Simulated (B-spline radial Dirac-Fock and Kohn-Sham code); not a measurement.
**The As-like isoelectronic sequence (33 electrons), Z = 56 to 63**

Calculated with an atomic code on a B-spline grid, using Dirac-Fock (average of configuration) total-energy differences with a finite nucleus, the Breit interaction including its frequency dependence, and self-energy and vacuum-polarisation corrections. Binding energies in eV, tabulated ground configurations ([Ar] 3d10 4s2 4p3 throughout). Correlation and solid-state effects are left out.

```
  ion   2p3/2      3s   3p3/2   3d3/2  outermost level  NIST ionisation energy
Ba²³⁺  5959.4  1965.1  1734.2  1470.5       758.9 (4p)                 752 ± 4
La²⁴⁺       ?       ?       ?       ?                ?                       ?
Ce²⁵⁺  6536.2  2205.6  1950.9  1673.0       870.0 (4p)                 862 ± 4
Pr²⁶⁺  6835.0  2331.4  2064.0  1779.0       928.3 (4p)                 920 ± 4
Nd²⁷⁺  7140.8  2461.0  2180.3  1888.1       988.4 (4p)                 978 ± 4
Pm²⁸⁺  7453.6  2594.4  2299.8  2000.3      1050.3 (4p)                1040 ± 4
Sm²⁹⁺  7773.4  2731.6  2422.4  2115.7      1114.1 (4p)                1103 ± 4
Eu³⁰⁺  8100.2  2872.6  2548.1  2234.2      1179.8 (4p)                1167 ± 4
```

Q: Fill in the row of La²⁴⁺.

A: 2p3/2 6244.3, 3s 2083.5, 3p3/2 1841.0, 3d3/2 1570.2, outermost 813.5 (4p), NIST 806 ± 4 eV.

NIST's values are for the lowest levels; a dash marks a value that is missing or belongs to another shell. Their kind here: theoretical. Where a p, d or f shell is open in either ion the computed value averages over both j values and all terms, while the table refers to the lowest levels; that difference holds spin-orbit splitting (largest in heavy or highly charged ions), term energies where several electrons share open shells, and correlation, and it can reach 10 % or more.
